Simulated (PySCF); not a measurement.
dichloromethane (CH2Cl2), singlet, at a GFN2-xTB geometry; PySCF with CASSCF(4,5)/6-31G.

The PySCF input:
```python
from pyscf import gto, scf, mcscf
import numpy

mol = gto.M(
    atom='''
C    -0.012779    0.005755    0.780914
Cl    0.025913    1.460084   -0.229918
Cl   -0.018729   -1.463320   -0.209102
H    -0.925685    0.023919    1.374053
H     0.880226   -0.003446    1.403808
''',
    basis='6-31g',
    charge=0,
    spin=0,
    verbose=4,
)

mf = scf.RHF(mol)
mf.kernel()
mc = mcscf.CASSCF(mf, 5, 4)
mc.fix_spin_(ss=0.0)
mc = mc.newton()
mc.kernel()
occ = numpy.linalg.eigvalsh(mc.fcisolver.make_rdm1(mc.ci, mc.ncas, mc.nelecas))[::-1]
ss = mc.fcisolver.spin_square(mc.ci, mc.ncas, mc.nelecas)[0]
print('natural occupations', occ.round(4), ' <S^2>', round(ss, 4))
```

**Question.** What does PySCF print? Leave out banner, timings and long lists.

**Answer.** 
```
PySCF version 2.14.0

[INPUT] verbose = 4
[INPUT] num. atoms = 5
[INPUT] num. electrons = 42
[INPUT] charge = 0
[INPUT] spin (= nelec alpha-beta = 2S) = 0
[INPUT] symmetry False subgroup None
[INPUT] Mole.unit = angstrom
[INPUT] Symbol           X                Y                Z      unit          X                Y                Z       unit  Magmom
[INPUT]  1 C     -0.012779000000   0.005755000000   0.780914000000 AA   -0.024148810146   0.010875373847   1.475713586839 Bohr   0.0
[INPUT]  2 Cl     0.025913000000   1.460084000000  -0.229918000000 AA    0.048968473066   2.759158878859  -0.434482051108 Bohr   0.0
[INPUT]  3 Cl    -0.018729000000  -1.463320000000  -0.209102000000 AA   -0.035392680587  -2.765274032599  -0.395145512099 Bohr   0.0
[INPUT]  4 H     -0.925685000000   0.023919000000   1.374053000000 AA   -1.749291127618   0.045200359173   2.596583850637 Bohr   0.0
[INPUT]  5 H      0.880226000000  -0.003446000000   1.403808000000 AA    1.663386067721  -0.006511996225   2.652812651473 Bohr   0.0

nuclear repulsion = 134.654628713138
number of shells = 23
number of NR pGTOs = 122
number of NR cGTOs = 39
basis = 6-31g
ecp = {}

******** <class 'pyscf.scf.hf.RHF'> ********
method = RHF
initial guess = minao
damping factor = 0
level_shift factor = 0
DIIS = <class 'pyscf.scf.diis.CDIIS'>
diis_start_cycle = 1
diis_space = 8
diis_damp = 0
SCF conv_tol = 1e-09
SCF conv_tol_grad = None
SCF max_cycles = 50
direct_scf = True
direct_scf_tol = 1e-13
Set gradient conv threshold to 3.16228e-05
Initial guess from minao.
init E= -958.237195538834
  HOMO = -0.342721108497367  LUMO = 0.0739554296541158  gap/eV = 11.33835
cycle= 1 E= -957.830309255069  delta_E= 0.407  |g|= 0.489  |ddm|= 2.02
  HOMO = -0.444293264618507  LUMO = 0.0782628293465224  gap/eV = 14.21948
cycle= 2 E= -957.894249456254  delta_E= -0.0639  |g|= 0.303  |ddm|= 1.01
  HOMO = -0.450889379574131  LUMO = 0.139428626816056  gap/eV = 16.06337
cycle= 3 E= -957.917599763686  delta_E= -0.0234  |g|= 0.0261  |ddm|= 0.293
  HOMO = -0.450180067010022  LUMO = 0.148220197904733  gap/eV = 16.28330
cycle= 4 E= -957.918073747963  delta_E= -0.000474  |g|= 0.00579  |ddm|= 0.0995
  HOMO = -0.451199164698759  LUMO = 0.147706853295633  gap/eV = 16.29706
cycle= 5 E= -957.918104764814  delta_E= -3.1e-05  |g|= 0.00102  |ddm|= 0.0255
  HOMO = -0.451054338785325  LUMO = 0.148053665568676  gap/eV = 16.30256
cycle= 6 E= -957.918105593563  delta_E= -8.29e-07  |g|= 0.000246  |ddm|= 0.00345
  HOMO = -0.451152140147356  LUMO = 0.148022471631623  gap/eV = 16.30437
cycle= 7 E= -957.918105638205  delta_E= -4.46e-08  |g|= 5.4e-05  |ddm|= 0.000785
  HOMO = -0.451148835873096  LUMO = 0.148024160035148  gap/eV = 16.30433
cycle= 8 E= -957.918105640627  delta_E= -2.42e-09  |g|= 8.46e-06  |ddm|= 0.000192
  HOMO = -0.451150201452758  LUMO = 0.148025040221019  gap/eV = 16.30439
cycle= 9 E= -957.918105640702  delta_E= -7.53e-11  |g|= 2.05e-06  |ddm|= 3.26e-05
  HOMO = -0.451150317715423  LUMO = 0.148024907601645  gap/eV = 16.30439
Extra cycle  E= -957.918105640706  delta_E= -4.32e-12  |g|= 9.33e-07  |ddm|= 5.38e-06
converged SCF energy = -957.918105640706

******** <class 'pyscf.mcscf.newton_casscf.CASSCF'> ********
CAS (2e+2e, 5o), ncore = 19, nvir = 15
max_cycle_macro = 50
max_cycle_micro = 10
conv_tol = 1e-07
conv_tol_grad = None
orbital rotation max_stepsize = 0.03
augmented hessian ah_max_cycle = 30
augmented hessian ah_conv_tol = 1e-12
augmented hessian ah_linear dependence = 1e-14
augmented hessian ah_level shift = 1e-08
augmented hessian ah_start_tol = 500
augmented hessian ah_start_cycle = 3
augmented hessian ah_grad_trust_region = 3
kf_trust_region = 3
kf_interval = 5
natorb = False
canonicalization = True
internal_rotation = False
******** <class 'pyscf.fci.addons.SpinPenaltyFCISolver'> ********
max. cycles = 50
conv_tol = 1e-08
davidson only = True
linear dependence = 1e-12
level shift = 0.001
max iter space = 12
nroots = 1
pspace_size = 400
spin = None

WARN: SO-CASSCF (Second order CASSCF) is an experimental feature. Its performance is bad for large systems.

CASCI E = -957.919032278149  dE = -957.91903  S^2 = 0.0000000
Set conv_tol_grad to 0.000316228
macro 1 (9 JK  6 micro), CASSCF E = -957.919399121177  dE = -0.0003668  |grad|=0.00552  S^2 = 0.0000000
macro 2 (19 JK  14 micro), CASSCF E = -957.923157660795  dE = -0.003759  |grad|=0.0298  S^2 = 0.0000000
macro 3 (21 JK  16 micro), CASSCF E = -957.925206326327  dE = -0.002049  |grad|=0.0471  S^2 = 0.0000000
macro 4 (23 JK  18 micro), CASSCF E = -957.927753622726  dE = -0.002547  |grad|=0.0169  S^2 = 0.0000000
macro 5 (19 JK  14 micro), CASSCF E = -957.938239657073  dE = -0.01049  |grad|=0.0566  S^2 = 0.0000000
macro 6 (22 JK  17 micro), CASSCF E = -957.940893035026  dE = -0.002653  |grad|=0.0298  S^2 = 0.0000000
macro 7 (21 JK  16 micro), CASSCF E = -957.942185570497  dE = -0.001293  |grad|=0.0316  S^2 = 0.0000000
macro 8 (11 JK  7 micro), CASSCF E = -957.950288338223  dE = -0.008103  |grad|=0.034  S^2 = 0.0000000
macro 9 (11 JK  7 micro), CASSCF E = -957.956980769463  dE = -0.006692  |grad|=0.0234  S^2 = 0.0000000
macro 10 (22 JK  17 micro), CASSCF E = -957.960066392236  dE = -0.003086  |grad|=0.0203  S^2 = 0.0000000
macro 11 (23 JK  18 micro), CASSCF E = -957.961532995065  dE = -0.001467  |grad|=0.018  S^2 = 0.0000000
macro 12 (26 JK  18 micro), CASSCF E = -957.961697410398  dE = -0.0001644  |grad|=0.000241  S^2 = 0.0000000
macro 13 (13 JK  9 micro), CASSCF E = -957.961703562936  dE = -6.153e-06  |grad|=0.000371  S^2 = 0.0000000
macro 14 (7 JK  4 micro), CASSCF E = -957.961703900586  dE = -3.376e-07  |grad|=0.000421  S^2 = 0.0000000
macro 15 (16 JK  9 micro), CASSCF E = -957.961703357435  dE = 5.432e-07  |grad|=3.9e-05  S^2 = 0.0000000
macro 16 (1 JK  0 micro), CASSCF E = -957.961703357441  dE = -5.912e-12  |grad|=2.09e-05  S^2 = 0.0000000
newton CASSCF converged in 16 macro (44 KF 220 Hx) steps
CASSCF canonicalization
Density matrix diagonal elements [1.96729331 1.9651582  0.03330452 0.03001522 0.00422874]
CASSCF energy = -957.961703357441
CASCI E = -957.961703357441  E(CI) = -4.86568317765477  S^2 = 0.0000000
natural occupations [1.9674e+00 1.9657e+00 3.6300e-02 2.9500e-02 1.1000e-03]  <S^2> 0.0
```
